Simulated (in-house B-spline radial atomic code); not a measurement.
A fraction x of an electron is removed from 3d in Co II (Co+), starting from [Ar] 3d8 and keeping the highest spin. Method: scalar-relativistic (X2C) LC-wPBE, spin-polarised, spherical fractional occupations, Fermi nucleus of rms radius 3.7875 fm. Calculated with a radial B-spline atomic code at the basis-set limit.

Caution: exact exchange at fractional occupations of open shells leaves self-interaction of up to several eV.

```
   x  E(x) - E(0) (eV)  3d down level (eV)
   0            0.0000             -12.048
0.11            1.3895             -13.221
0.23            3.0551             -14.548
0.33            4.5670             -15.692
0.46            6.7063             -17.228
 0.5            7.4051             -17.712
0.54            8.1234             -18.201
0.69           10.9936             -20.079
 0.8           13.2802             -21.499
0.88           15.0422             -22.555
   1           17.8457             -24.173
```

The exact functional would give a straight line between the two integer points. Deviations E(x) - E(0) - x[E(1) - E(0)], in eV: -0.574 at x = 0.11, -1.049 at x = 0.23, -1.322 at x = 0.33, -1.503 at x = 0.46, -1.518 at x = 0.5, -1.513 at x = 0.54, -1.32 at x = 0.69, -0.996 at x = 0.8, -0.662 at x = 0.88.

The curve lies below the straight line by up to 1.518 eV (at x = 0.5): convex, the delocalisation error, to which spherically averaged exact exchange adds.

**Question.** How well does Slater's transition state (minus the level at half occupation) give the ionisation energy?

**Answer.** It gives 17.712 eV against 17.846 eV from the two total energies; NIST lists 17.08 eV, ground level to ground level. The end point has an open shell averaged over its orbitals, so its exact exchange keeps a self-interaction and this is no true integer point.
